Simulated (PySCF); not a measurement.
Chlorine: highly charged ions in a basis for the neutral atom

Cl¹⁰⁺ [He] 2s2 2p3, Cl¹¹⁺ [He] 2s2 2p2. Computed with PySCF 2.14 in def2-SVP (4s3p1d, 18 functions), with no relativity, point nucleus. No spin-orbit coupling, so a gap to NIST mixes the basis error with missing relativistic terms.

Changed run: basis of the neutral atom used for a highly charged ion. This setting is unsound on purpose.

```json
{"species": "Cl¹⁰⁺", "method": "UHF", "sound run (hartree)": "not run", "changed run (hartree)": "-400.05549", "converged": "yes"}
{"species": "Cl¹⁰⁺", "method": "BP86", "sound run (hartree)": "not run", "changed run (hartree)": "-400.27005", "converged": "yes"}
{"species": "Cl¹⁰⁺", "method": "TPSS", "sound run (hartree)": "not run", "changed run (hartree)": "-400.29470", "converged": "yes"}
{"species": "Cl¹¹⁺", "method": "UHF", "sound run (hartree)": "not run", "changed run (hartree)": "-380.38527", "converged": "yes"}
{"species": "Cl¹¹⁺", "method": "BP86", "sound run (hartree)": "not run", "changed run (hartree)": "-380.60275", "converged": "yes"}
{"species": "Cl¹¹⁺", "method": "TPSS", "sound run (hartree)": "not run", "changed run (hartree)": "-380.62790", "converged": "yes"}
```

Ionisation energy of Cl¹⁰⁺:

```tsv
method	changed run (eV)	NIST (eV)
UHF	535.25	530 ± 0.4
BP86	535.17	530 ± 0.4
TPSS	535.16	530 ± 0.4
```

The contracted functions were made for the neutral atom and can be too rigid for a highly charged ion.
